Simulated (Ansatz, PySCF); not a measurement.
PbBr, SMILES [Br][Pb+] (connectivity only; charge and spin as stated), charge +1, multiplicity 1.

Geometry: B3LYP-D3(BJ)/def2-TZVP. The spin state was assumed, not searched. The def2 effective core potentials stand for the cores of Pb; spin–orbit coupling is left out.

Vertical ionisation energy (IE) and electron affinity (EA) in eV. Rows of orbital energies are one-electron estimates. Where ΔSCF, EOM or ADC give a negative EA the extra electron is unbound and the value depends on the basis.

```
level                                                                         IE    EA
-------------------------------------------------------------------------  -----  ----
−ε(HOMO), −ε(LUMO), r2SCAN/def2-TZVPD (PySCF)                              13.02  9.24
−ε(HOMO), −ε(LUMO), PBE/def2-TZVPD (PySCF)                                 12.77  9.42
ΔSCF, CAM-B3LYP/def2-TZVPD (Ansatz), final states of multiplicity 2 and 2  16.13  6.86
ΔSCF, PBE/def2-TZVPD (Ansatz), final states of multiplicity 2 and 2        16.22  6.60
```

Task: What vertical singlet–triplet gap does ΔSCF give with CAM-B3LYP/def2-TZVPD (Ansatz, a first-principles code) and with PBE/def2-TZVPD (Ansatz)? (An estimate is asked for; the answer gives what the named calculation found.)

Result: 3.57 and 3.83 eV (triplet above singlet where positive).
